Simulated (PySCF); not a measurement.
Electron correlation in Te⁺ (tellurium, charge +1)

[Kr] 4d10 5s1 5p3 5d1, high-spin 6D determinant (an excited configuration). Calculation: PySCF 2.14, in aug-cc-pVTZ-PP with ECP28MDF (6s5p4d2f, 55 functions); a scalar-relativistic core potential. Frozen: 4s2 4p6 4d10; 5 electrons correlated.

| level | correlation energy (mhartree) |
| --- | --- |
| CCSD | -28.96 |
| (T) | -0.36 |
| CCSD(T) | -29.32 |

Diagnostics: T1 = 0.0033, D1 = 0.0059, largest double amplitude 0.026.

Q: Is a single reference adequate?

A: Yes, within this model without spin-orbit coupling: T1 lies below 0.03 and no double amplitude reaches 0.07.
